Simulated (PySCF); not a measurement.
# `C[C@@H]1C[C@H](C(C)(C)C)CC[P@H]1=O`, C$_{10}$H$_{21}$OP

Molfile (atoms numbered from 1):
```
C10H21OP
     RDKit          3D

 33 33  0  0  0  0  0  0  0  0999 V2000
    2.9890   -0.6659   -1.6598 C   0  0  0  0  0  0  0  0  0  0  0  0
    2.0302   -0.6652   -0.4753 C   0  0  2  0  0  0  0  0  0  0  0  0
    0.6422   -0.1528   -0.8455 C   0  0  0  0  0  0  0  0  0  0  0  0
   -0.3410   -0.1880    0.3334 C   0  0  2  0  0  0  0  0  0  0  0  0
   -1.8248   -0.0648   -0.1183 C   0  0  0  0  0  0  0  0  0  0  0  0
   -2.7552   -0.1465    1.1004 C   0  0  0  0  0  0  0  0  0  0  0  0
   -2.0926    1.2486   -0.8567 C   0  0  0  0  0  0  0  0  0  0  0  0
   -2.1884   -1.2377   -1.0400 C   0  0  0  0  0  0  0  0  0  0  0  0
    0.0645    0.8749    1.3644 C   0  0  0  0  0  0  0  0  0  0  0  0
    1.3833    0.5331    2.0455 C   0  0  0  0  0  0  0  0  0  0  0  0
    2.7516    0.3722    0.8500 P   0  0  1  0  0  5  0  0  0  0  0  0
    4.0270   -0.0845    1.4074 O   0  0  0  0  0  0  0  0  0  0  0  0
    3.9822   -0.9636   -1.3268 H   0  0  0  0  0  0  0  0  0  0  0  0
    2.6580   -1.3544   -2.4359 H   0  0  0  0  0  0  0  0  0  0  0  0
    3.0589    0.3335   -2.0887 H   0  0  0  0  0  0  0  0  0  0  0  0
    1.9624   -1.6817   -0.0643 H   0  0  0  0  0  0  0  0  0  0  0  0
    0.2692   -0.7659   -1.6662 H   0  0  0  0  0  0  0  0  0  0  0  0
    0.7351    0.8729   -1.2099 H   0  0  0  0  0  0  0  0  0  0  0  0
   -0.2485   -1.1687    0.8179 H   0  0  0  0  0  0  0  0  0  0  0  0
   -3.7860   -0.2581    0.7718 H   0  0  0  0  0  0  0  0  0  0  0  0
   -2.5038   -1.0033    1.7220 H   0  0  0  0  0  0  0  0  0  0  0  0
   -2.7058    0.7526    1.7082 H   0  0  0  0  0  0  0  0  0  0  0  0
   -3.1387    1.2966   -1.1514 H   0  0  0  0  0  0  0  0  0  0  0  0
   -1.4862    1.3248   -1.7552 H   0  0  0  0  0  0  0  0  0  0  0  0
   -1.8833    2.1048   -0.2208 H   0  0  0  0  0  0  0  0  0  0  0  0
   -1.7033   -1.1595   -2.0086 H   0  0  0  0  0  0  0  0  0  0  0  0
   -3.2614   -1.2516   -1.2160 H   0  0  0  0  0  0  0  0  0  0  0  0
   -1.9076   -2.1857   -0.5869 H   0  0  0  0  0  0  0  0  0  0  0  0
   -0.6996    0.9650    2.1360 H   0  0  0  0  0  0  0  0  0  0  0  0
    0.1596    1.8439    0.8706 H   0  0  0  0  0  0  0  0  0  0  0  0
    1.3217   -0.4228    2.5769 H   0  0  0  0  0  0  0  0  0  0  0  0
    1.6619    1.2942    2.7806 H   0  0  0  0  0  0  0  0  0  0  0  0
    2.8127    1.6355    0.2528 H   0  0  0  0  0  0  0  0  0  0  0  0
  1  2  1  0
  2  3  1  0
  3  4  1  0
  4  5  1  0
  5  6  1  0
  5  7  1  0
  5  8  1  0
  4  9  1  0
  9 10  1  0
 10 11  1  0
 11 12  2  0
 11  2  1  0
  1 13  1  0
  1 14  1  0
  1 15  1  0
  2 16  1  1
  3 17  1  0
  3 18  1  0
  4 19  1  1
  6 20  1  0
  6 21  1  0
  6 22  1  0
  7 23  1  0
  7 24  1  0
  7 25  1  0
  8 26  1  0
  8 27  1  0
  8 28  1  0
  9 29  1  0
  9 30  1  0
 10 31  1  0
 10 32  1  0
 11 33  1  6
M  END
```

Method: PySCF, GIAO B97-2/pcSseg-1 magnetisability, rotational g tensor and spin-rotation constants, non-relativistic, gas phase. Geometry: GFN2-xTB.

Q: What are the magnetisability and the molar susceptibility?

A: Isotropic -2277 × 10⁻³⁰ J/T², or -137.1 × 10⁻⁶ cm³/mol; principal values -2330, -2278, -2223 × 10⁻³⁰ J/T², anisotropy 93 × 10⁻³⁰ J/T² (root of half the summed squared differences of the principal values). The susceptibility is in cgs units.

Q: Split it along the inertial axes a, b, c into diamagnetic and paramagnetic parts about the centre of mass, with the quadrupole moment.

A: 
| axis | χ (10⁻⁶ cm³/mol) | diamagnetic (10⁻⁶ cm³/mol) | paramagnetic (10⁻⁶ cm³/mol) | summed x² of all electrons (Å²) | quadrupole Θ (D Å) |
| --- | --- | --- | --- | --- | --- |
| a | -139.6 | -1060.1 | 920.5 | 565.0 | -21.96 |
| b | -137.0 | -2696.7 | 2559.7 | 179.2 | +12.21 |
| c | -134.8 | -3157.1 | 3022.3 | 70.7 | +9.76 |

Anisotropies 2χaa − χbb − χcc = -7.5 and 2χbb − χaa − χcc = +0.5 × 10⁻⁶ cm³/mol. Θ is traceless in Buckingham's convention.

Q: And the rotational g tensor?

A: 
```csv
axis,rotational constant (GHz),g,nuclear part,electronic part
a,1.4893,-0.0047,0.6393,-0.6440
b,0.4835,-0.0067,0.5747,-0.5814
c,0.4102,-0.0058,0.5766,-0.5824
```
Asymmetric top; isotopes 12C, 1H, 16O, 31P; no vibrational averaging.
